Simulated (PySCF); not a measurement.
Be(Et)(SeH) (C2H6BeSe), SMILES [SeH][Be][CH2]C.

Geometry: TPSSh-D3(BJ)/def2-SVP. The structure was generated by enumeration; whether it is a known compound was not checked. The values are those of a single conformer.

Calculation: PySCF with TDDFT-CAM-B3LYP/def2-SVPD.

Vertical excitations. 

```
state  energy (eV)  λ (nm)      f                                                                 main pairs
-----  -----------  ------  -----  -------------------------------------------------------------------------
S1            5.07     245  0.004                                                             HOMO→LUMO 90 %
S2            5.72     217  0.049                                                           HOMO→LUMO+1 79 %
S3            6.07     204  0.019                     HOMO−1→LUMO 60 %, HOMO−1→LUMO+1 14 %, HOMO→LUMO+2 12 %
S4            6.26     198  0.103                                         HOMO→LUMO+2 64 %, HOMO−1→LUMO 16 %
S5            6.53     190  0.002                    HOMO−1→LUMO+2 51 %, HOMO−1→LUMO+1 13 %, HOMO→LUMO+4 9 %
S6            6.58     189  0.045   HOMO→LUMO+4 22 %, HOMO−1→LUMO+2 19 %, HOMO→LUMO+8 13 %, HOMO→LUMO+6 10 %
S7            6.92     179  0.132  HOMO−1→LUMO+1 52 %, HOMO−2→LUMO 13 %, HOMO−1→LUMO+2 13 %, HOMO−1→LUMO 8 %
S8            7.21     172  0.013    HOMO−2→LUMO 38 %, HOMO→LUMO+3 23 %, HOMO−1→LUMO+3 13 %, HOMO→LUMO+5 7 %
S9            7.24     171  0.009    HOMO→LUMO+3 41 %, HOMO−2→LUMO 20 %, HOMO→LUMO+5 13 %, HOMO−1→LUMO+3 8 %
S10           7.39     168  0.004      HOMO→LUMO+4 52 %, HOMO→LUMO+5 12 %, HOMO→LUMO+7 12 %, HOMO→LUMO+6 9 %
T1            4.75     261      0                                                             HOMO→LUMO 84 %
T2            5.39     230      0                                         HOMO→LUMO+2 64 %, HOMO→LUMO+1 15 %
T3            5.49     226      0                                         HOMO→LUMO+1 68 %, HOMO→LUMO+2 18 %
T4            5.69     218      0                                       HOMO−1→LUMO 69 %, HOMO−1→LUMO+1 16 %
```
Triplets are in the Tamm–Dancoff approximation, which puts them higher than full response would, so one can lie above its singlet here.
